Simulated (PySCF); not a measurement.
Run record: geometry optimisation, `C[Se]C` (SeMe2).

Method: PBE0-D3(BJ)/def2-SVP geometry optimisation, gas phase (PySCF 2.14.0). Start geometry: GFN2-xTB. The input is one job of a driver script: a line of settings, then coordinates in Å.

Input:
```
{"job": {"xc": "PBE0", "basis": "def2-SVP", "d3": "d3bj", "grid": 1, "maxiter": 30, "shake": 0.03, "kind": "geom"}, "charge": 0, "multiplicity": 1}
Se     0.061060    -0.077570    -1.289320
C      1.443240    -0.028560    -0.012530
H      1.335310    -0.925180     0.570100
H      1.488740     0.876110     0.612470
H      2.385560    -0.023280    -0.592280
C     -1.472100     0.029810    -0.013190
H     -1.370550     0.914850     0.594100
H     -1.340380    -0.850770     0.609940
H     -2.398150     0.015160    -0.504950
```

Problem. Estimate the output.

Solution. 
```
step   0  E = -2480.63122614  max force = 0.050702
step   1  E = -2480.63856695  max force = 0.006828
step   2  E = -2480.63897198  max force = 0.001796
step   3  E = -2480.63900144  max force = 0.000226
step   4  E = -2480.63900280  max force = 0.000095
optimisation converged
```

Energies in Eh; «max force» is the largest Cartesian gradient component in Eh/bohr.

Problem. How much energy does the optimisation release, in kJ/mol?

Solution. E(step 0) − E(last step) = 0.007777 Eh, which is 20.4 kJ/mol.

Problem. Give the first gradient maximum in eV/Å.

Solution. With 1 Eh/bohr = 51.422 eV/Å, 2.607 eV/Å.

Main results: final energy -2480.63900 Eh after 4 steps; dipole 1.45 D.

The run took 13 s wall on an Arm Neoverse V1 with one thread, no GPU (shared host), and the process peaked at 0.34 GiB of memory.
Labels such as C1 count atoms from 1, the log's own numbers from 0.
